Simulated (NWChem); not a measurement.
System: C3H6O; SMILES C=COC

Excerpt of the output:

```
             Northwest Computational Chemistry Package (NWChem) 7.3.0
             --------------------------------------------------------

 C1  symmetry detected

                             Geometry "geometry" -> ""
                             -------------------------

 Output coordinates in angstroms (scale by  1.889725989 to convert to a.u.)

  No.       Tag          Charge          X              Y              Z
 ---- ---------------- ---------- -------------- -------------- --------------
    1 C                    6.0000    -0.09560382     1.87266997     0.00286695
    2 C                    6.0000     0.34050311     0.61177045    -0.00317084
    3 O                    8.0000    -0.48665242    -0.45059713    -0.00424173
    4 C                    6.0000     0.12259531    -1.71217000     0.00321802
    5 H                    1.0000    -1.16383063     2.09941600     0.00863141
    6 H                    1.0000     0.62148677     2.69331960     0.00139682
    7 H                    1.0000     1.41424460     0.37628039    -0.00896382
    8 H                    1.0000    -0.67928933    -2.46198857     0.00080656
    9 H                    1.0000     0.74260078    -1.86522839     0.90517491
   10 H                    1.0000     0.75303953    -1.87064450    -0.89059685

 Effective nuclear repulsion energy (a.u.)     119.7524255392

                                 NWChem DFT Module
                                 -----------------

 Summary of "ao basis" -> "ao basis" (spherical)
 ------------------------------------------------------------------------------
       Tag                 Description            Shells   Functions and Types
 ---------------- ------------------------------  ------  ---------------------
 C                          def2-svp                 6       14   3s2p1d
 O                          def2-svp                 6       14   3s2p1d
 H                          def2-svp                 3        5   2s1p

            General Information
            -------------------
          SCF calculation type: DFT
          Wavefunction type:  closed shell.
          No. of atoms     :    10
          No. of electrons :    32
           Alpha electrons :    16
            Beta electrons :    16
          Charge           :     0
          Spin multiplicity:     1
          Use of symmetry is: off; symmetry adaption is: off
          Maximum number of iterations: 150
          AO basis - number of functions:    86
                     number of shells:    42
          Convergence on energy requested:  1.00D-06
          Convergence on density requested:  1.00D-05
          Convergence on gradient requested:  5.00D-04

              XC Information
              --------------
                         PBE0 Method XC Functional
                     Hartree-Fock (Exact) Exchange  0.250
          PerdewBurkeErnzerhof Exchange Functional  0.750
            Perdew 1991 LDA Correlation Functional  1.000 local
           PerdewBurkeErnz. Correlation Functional  1.000 non-local

             Grid Information
             ----------------
          Grid used for XC integration:  medium
          Radial quadrature: Mura-Knowles
          Angular quadrature: Lebedev.
          Tag              B.-S. Rad. Rad. Pts. Rad. Cut. Ang. Pts.
          ---              ---------- --------- --------- ---------
          C                   0.70       49          11.0       434
          O                   0.60       49          10.0       434
          H                   0.35       45          13.0       434
          Grid pruning is: on
          Number of quadrature shells:   466
          Spatial weights used:  Erf1

      Superposition of Atomic Density Guess
      -------------------------------------

 Sum of atomic energies:        -190.56125950

      Non-variational initial energy
      ------------------------------

 Total energy =    -192.888156
 1-e energy   =    -494.104377
 2-e energy   =     181.463795
 HOMO         =      -0.276270
 LUMO         =       0.042027

[...]

                                NWChem TDDFT Module
                                -------------------

            General Information
            -------------------
           No. of orbitals :     172
            Alpha orbitals :      86
             Beta orbitals :      86
        Alpha frozen cores :       0
         Beta frozen cores :       0
     Alpha frozen virtuals :       0
      Beta frozen virtuals :       0
         Spin multiplicity :       1
    Number of AO functions :      86
        Use of symmetry is : off
      Symmetry adaption is : off
         Schwarz screening :  0.10D-07

              XC Information
              --------------
                  PBE0 Method XC Functional
              Hartree-Fock (Exact) Exchange   0.25
   PerdewBurkeErnzerhof Exchange Functional   0.75
     Perdew 1991 LDA Correlation Functional   1.00 local
    PerdewBurkeErnz. Correlation Functional   1.00 non-local

             TDDFT Information
             -----------------
          Calculation type : Tamm-Dancoff TDDFT
         Wavefunction type : Restricted singlets & triplets
          No. of electrons :      32
           Alpha electrons :      16
            Beta electrons :      16
              No. of roots :       6
          Max subspacesize :    5200
            Max iterations :     100
               Target root :       1
           Target symmetry : none
      Symmetry restriction : off
                 Algorithm : Optimal
        Davidson threshold :  0.10D-03

    6 smallest eigenvalue differences (eV)
--------------------------------------------------------
  No. Spin  Occ  Vir  Irrep   E(Occ)    E(Vir)   E(Diff)
--------------------------------------------------------
    1    1   16   17 a        -0.235     0.034     7.320
    2    1   16   18 a        -0.235     0.076     8.459
    3    1   16   19 a        -0.235     0.103     9.192
    4    1   16   20 a        -0.235     0.130     9.918
    5    1   16   21 a        -0.235     0.136    10.072
    6    1   15   17 a        -0.344     0.034    10.302
--------------------------------------------------------

  Entering Davidson iterations
  Restricted singlet excited states

  Iter   NTrls   NConv    DeltaV     DeltaE      Time
  ----  ------  ------  ---------  ---------  ---------
    1      6       0     0.23E+00   0.10+100        3.8
    2     12       0     0.36E-01   0.24E-01        3.8
    3     18       0     0.11E-01   0.18E-02        3.8
    4     24       0     0.12E-01   0.12E-02        3.8
    5     30       2     0.28E-02   0.31E-03        3.8
    6     34       5     0.47E-03   0.12E-04        3.0
    7     35       5     0.11E-03   0.31E-06        1.7
    8     36       6     0.81E-04   0.25E-07        1.7
  ----  ------  ------  ---------  ---------  ---------
  Convergence criterion met

  Ground state a        -192.740261583407 a.u.

  ----------------------------------------------------------------------------
  Root   1 singlet a              0.261970687 a.u.                7.1286 eV
  ----------------------------------------------------------------------------
     Transition Moments    X  0.00458   Y -0.00650   Z -0.28800
     Dipole Oscillator Strength                    0.0144967371
     Electric Quadrupole                           0.0000000790
     Magnetic Dipole                               0.0000002457
     Total Oscillator Strength                     0.0144970618

     Occ.   16  a   ---  Virt.   18  a       -0.94003
     Occ.   16  a   ---  Virt.   19  a        0.32368
     Occ.   16  a   ---  Virt.   20  a        0.07476
  ----------------------------------------------------------------------------
  Root   2 singlet a              0.273411344 a.u.                7.4399 eV
  ----------------------------------------------------------------------------
     Transition Moments    X -0.39656   Y  1.78565   Z -0.00027
     Dipole Oscillator Strength                    0.6098558757
     Electric Quadrupole                           0.0000007963
     Magnetic Dipole                               0.0000000641
     Total Oscillator Strength                     0.6098567362

     Occ.   11  a   ---  Virt.   20  a        0.05110
     Occ.   12  a   ---  Virt.   26  a       -0.05009
     Occ.   13  a   ---  Virt.   25  a       -0.06018
     Occ.   14  a   ---  Virt.   17  a        0.24312
     Occ.   16  a   ---  Virt.   17  a       -0.93130
     Occ.   16  a   ---  Virt.   23  a        0.16618
  ----------------------------------------------------------------------------
  Root   3 singlet a              0.288221294 a.u.                7.8429 eV
  ----------------------------------------------------------------------------
     Transition Moments    X  0.00416   Y -0.01953   Z -0.19681
     Dipole Oscillator Strength                    0.0075192477
     Electric Quadrupole                           0.0000002255
     Magnetic Dipole                               0.0000004142
     Total Oscillator Strength                     0.0075198875

     Occ.   14  a   ---  Virt.   18  a        0.05858
     Occ.   15  a   ---  Virt.   17  a       -0.06162
     Occ.   16  a   ---  Virt.   18  a       -0.32350
     Occ.   16  a   ---  Virt.   19  a       -0.93891
  ----------------------------------------------------------------------------
  Root   4 singlet a              0.309681517 a.u.                8.4269 eV
  ----------------------------------------------------------------------------
     Transition Moments    X -0.00082   Y  0.00527   Z  0.07375
     Dipole Oscillator Strength                    0.0011287314
     Electric Quadrupole                           0.0000000159
     Magnetic Dipole                               0.0000010099
     Total Oscillator Strength                     0.0011297573

[...]
```

Level: PBE0/def2-SVP, TDA. Structure relaxed at the PBE0/def2-SVP level.

Question: Reconstruct the input file.

Answer: One answer among several that fit: the input that was run:
```
start job
memory heap 200 mb stack 900 mb global 1100 mb
geometry units angstroms noautoz
  C     -0.103457     1.874094     0.003960
  C      0.336734     0.614628    -0.004442
  O     -0.486966    -0.450421    -0.005548
  C      0.126389    -1.710015    -0.000737
  H     -1.172404     2.097358     0.011771
  H      0.610960     2.697072     0.002389
  H      1.411224     0.382638    -0.012302
  H     -0.673058    -2.462433    -0.002816
  H      0.748369    -1.862232     0.900002
  H      0.755876    -1.865274    -0.895790
end
basis spherical
  * library def2-svp
end
dft
  xc pbe0
  iterations 150
end
tddft
  cis
  nroots 6
end
task tddft energy
```
